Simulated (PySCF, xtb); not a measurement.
CH3ClFNSi2, SMILES F[Si@]1(Cl)N=C[SiH2]1.

Harmonic wavenumbers (cm⁻¹) from GFN2-xTB run with xtb 6.7.1 at its own minimum, in rising order: 79, 107, 174, 186, 287, 344, 380, 459, 475, 533, 598, 698, 738, 761, 807, 824, 1217, 1592, 2249, 2253, 3006.

Task: What does PBE-D3(BJ)/def2-SVP in PySCF give at its own minimum? (The exact figures need the calculation; the answer reports its results.)

Result: 83, 118, 205, 227, 271, 376, 446, 458, 545, 562, 630, 722, 737, 864, 884, 905, 1241, 1530, 2138, 2160, 2956. Paired by order, the mean absolute difference is 46 cm⁻¹ and the zero-point energies are 25.4 and 25.8 kcal/mol.
